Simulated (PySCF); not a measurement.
**Mayer bond orders and bond lengths**

Species: C7H12AlN.
Numbering: `[CH3:1][CH2:2][AlH2-:3][n+:4]1[cH:5][cH:6][cH:7][cH:8][cH:9]1` (hydrogens: H10, H11, H12 on C1; H13, H14 on C2; H15, H16 on Al3; H17 on C5; H18 on C6; H19 on C7; H20 on C8; H21 on C9)

Cartesian coordinates in Å at the PBE0-D3(BJ)/def2-SVP level; atoms count from 1:
```xyz
21
C7H12AlN angstrom
C     -2.6126   -0.1503    0.5487
C     -2.2117    1.1831   -0.0805
Al    -0.8467    1.0713   -1.5251
N      0.6944    0.1345   -0.5407
C      0.7361   -1.2020   -0.4809
C      1.6997   -1.8765    0.2586
C      2.6508   -1.1334    0.9535
C      2.6040    0.2574    0.8843
C      1.6066    0.8538    0.1237
H     -3.4083   -0.0531    1.3084
H     -1.7610   -0.6400    1.0543
H     -2.9813   -0.8635   -0.2085
H     -1.8593    1.8811    0.7023
H     -3.1063    1.6731   -0.5103
H     -0.1049    2.4429   -1.9341
H     -1.1232   -0.0334   -2.6683
H     -0.0303   -1.7290   -1.0557
H      1.7005   -2.9672    0.2824
H      3.4235   -1.6335    1.5421
H      3.3311    0.8783    1.4098
H      1.5219    1.9396    0.0244
```

Bond orders from the PBE0/pcSseg-1 density (PySCF). The structure is a single PBE0-D3(BJ)/def2-SVP conformer in the gas phase; no vibrational or solvent corrections.

Where do the orders between heavy atoms depart from those drawn in the SMILES?

The largest departure is 0.690, at Al3–N4 (drawn single, 0.310), counting aromatic bonds as 1.5. Drawn single, order below 0.88: C2–Al3 (0.803) and Al3–N4 (0.310). The bonds drawn aromatic range from 1.30 to 1.43. The SMILES, with its formal charges, is one Lewis structure only.

Give the Mayer order of every bond, beside its length.

```tsv
bond	drawn as	length (Å)	Mayer order
C1–C2	single	1.528	1.048
C2–Al3	single	1.991	0.803
Al3–N4	single	2.055	0.310
N4–C5	aromatic	1.338	1.304
C5–C6	aromatic	1.389	1.431
C6–C7	aromatic	1.393	1.414
C7–C8	aromatic	1.393	1.410
C8–C9	aromatic	1.389	1.432
C9–N4	aromatic	1.338	1.311
C1–H10	single	1.104	0.970
C1–H11	single	1.105	0.965
C1–H12	single	1.104	0.966
C2–H13	single	1.106	0.950
C2–H14	single	1.107	0.956
Al3–H15	single	1.612	0.862
Al3–H16	single	1.614	0.863
C5–H17	single	1.093	0.945
C6–H18	single	1.091	0.960
C7–H19	single	1.093	0.965
C8–H20	single	1.091	0.960
C9–H21	single	1.094	0.945
```

Bonds between the same two heavy elements. C–C: lowest C1–C2 (1.048, 1.528 Å), highest C8–C9 and C5–C6 (1.432, 1.389 Å). C–N: all 2 within 0.02 of one another (1.304 to 1.311). Bonds named together lie within 0.004.

Sum the orders of all bonds at each heavy atom with more than one neighbour and set the sums beside the valence in the SMILES.

C1 3.949 (drawn 4), C2 3.757 (drawn 4), Al3 2.838 (drawn 4), N4 2.925 (drawn 4), C5 3.680 (drawn 4), C6 3.805 (drawn 4), C7 3.789 (drawn 4), C8 3.802 (drawn 4), C9 3.688 (drawn 4). Orders between atoms that aren't bonded are not in these sums.

For a closed shell the Mayer order of atoms A and B is Σ (PS)μν (PS)νμ over the basis functions μ on A and ν on B, with P the density and S the overlap matrix.
